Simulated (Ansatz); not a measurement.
C$_{3}$H$_{8}$BNO (`C=C(O)B(C)N`). Total charge 0; spin multiplicity 1. Geometry: relaxed with PBE0-D4/def2-TZVP. It is one conformer, not always the lowest.

```xyz
14

C    -0.172   -1.263    1.608
C     0.545   -0.781    0.592
O     1.797   -1.308    0.374
B    -0.014    0.276   -0.429
C    -1.172    1.271   -0.058
N     0.582    0.311   -1.696
H     0.214   -2.038    2.261
H    -1.172   -0.895    1.786
H     2.299   -0.687   -0.160
H    -2.070    0.723    0.243
H    -0.896    1.891    0.800
H    -1.453    1.935   -0.879
H     1.228   -0.386   -2.028
H     0.285    0.950   -2.415
```

Task: What is the dipole moment at ωB97M-V/def2-TZVPP? (Best estimate.)

Result: Ansatz gave: 2.70 D, with components (0.25, 1.43, -2.28) D in this frame, pointing from negative to positive charge.

Task: And with PBE, r2SCAN, B3LYP? (Estimate.)

Result: Computed: PBE 2.70 D, r2SCAN 2.70 D, B3LYP 2.67 D.

Task: Give the Mulliken charges with ωB97M-V, PBE, B3LYP in def2-TZVPP. (Best estimate.)

Result: The calculation gave: 
| atom | ωB97M-V | PBE | B3LYP |
| --- | --- | --- | --- |
| C1 | -0.25 | -0.24 | -0.26 |
| C2 | 0.14 | 0.11 | 0.14 |
| O3 | -0.29 | -0.26 | -0.30 |
| B4 | 0.11 | 0.08 | 0.12 |
| C5 | -0.38 | -0.37 | -0.34 |
| N6 | -0.25 | -0.28 | -0.29 |
| H7 | 0.10 | 0.08 | 0.10 |
| H8 | 0.09 | 0.09 | 0.10 |
| H9 | 0.17 | 0.18 | 0.18 |
| H10 | 0.11 | 0.10 | 0.09 |
| H11 | 0.13 | 0.11 | 0.11 |
| H12 | 0.08 | 0.07 | 0.06 |
| H13 | 0.12 | 0.15 | 0.15 |
| H14 | 0.13 | 0.17 | 0.15 |

B3LYP here is the variant with VWN-RPA as its local correlation; programs differ in this.
